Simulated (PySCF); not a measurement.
The PySCF input:
```python
from pyscf import gto, scf, dft

mol = gto.M(
    atom='''
C    -2.35409166    0.00418145    0.48603344
N    -1.08568601    0.69683021    0.35768082
Si    0.39420090    0.01114518   -0.07141534
F     1.12024853   -0.94154619    0.97395098
F     1.43799710    1.16334027   -0.36771303
F     0.25820529   -0.90317444   -1.35650450
H    -2.56899050   -0.25365392    1.52644436
H    -2.32235780   -0.91113114   -0.09862153
H    -3.15844494    0.63479045    0.10575543
H    -1.09272546    1.60348510    0.79866907
''',
    basis='sto-3g',
    verbose=4,
    max_memory=1800,
)

mf = dft.RKS(mol)
mf.xc = 'pbe'
mf = mf.density_fit(auxbasis='def2-universal-jkfit')
mf.kernel()
```

**Question.** What does this run give for the Mulliken (on the basis functions themselves) charges in atom order, HOMO-LUMO gap, number of basis functions, nuclear repulsion energy, dipole moment?

**Answer.** 
```json
{
 "Mulliken (on the basis functions themselves) charges in atom order": "C1 -0.17, N2 -0.52, Si3 1.00, F4 -0.24, F5 -0.24, F6 -0.24, H7 0.07, H8 0.09, H9 0.08, H10 0.17",
 "HOMO-LUMO gap": "7.75 eV",
 "number_of_basis_functions": "38",
 "nuclear_repulsion_energy": "345.1591 Eh",
 "dipole_moment": "1.34 D"
}
```
